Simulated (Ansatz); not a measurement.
The lowest singlet and triplet of F2Ge (SMILES [F][Ge][F]); geometries from B3LYP-D3(BJ)/def2-TZVP, each state relaxed from the structure named, with no frequency check.
Singlet (charge 0, multiplicity 1):
```tsv
atom	x (Å)	y (Å)	z (Å)
F	-1.3205	-0.7437	0.0000
Ge	-0.0004	0.4177	0.0000
F	1.3219	-0.7413	0.0000
```
Triplet (charge 0, multiplicity 3):
```xyz
3

F     -1.4744    -0.6105     0.0000
Ge    -0.0003     0.3428     0.0000
F      1.4753    -0.6083     0.0000
```

A positive gap puts the triplet lower; no zero-point energy. R- takes a restricted singlet. U- takes an unrestricted singlet (broken symmetry where lower, unprojected). The triplet is unrestricted in single-reference levels. Active spaces average the two states.

Correlated levels freeze the cores. Filled d and f shells under p-block atoms count as core.

Codes used: Ansatz (Gaussian basis) for Hartree–Fock, density functionals and correlated methods. Each number belongs to the level named beside it.

| level | gap E(singlet) − E(triplet), adiabatic (eV) |
|---|---|
| U-HF/cc-pVTZ | -2.707 |
| R-SVWN5/def2-TZVPP | -3.754 |
| U-B3LYP/def2-TZVPP | -3.671 |
| R-BHLYP/def2-TZVPP | … |
| R-MP2/cc-pVDZ | -3.306 |
| U-MP2/cc-pVDZ | -3.306 |
| FIC-NEVPT4(SD) on SA-CASSCF(2,2)/cc-pVTZ | -3.463 |
| FIC-NEVPT4(SD) on SA-CASSCF(2,2)/cc-pVQZ | -3.479 |
| FIC-MRCISD+Q on SA-CASSCF(2,2)/cc-pVQZ | -3.469 |

**Question.** Fill in the missing entries.

**Answer.** 
- R-BHLYP/def2-TZVPP, gap E(singlet) − E(triplet), adiabatic (eV): -3.570

Ansatz is an electronic-structure program.
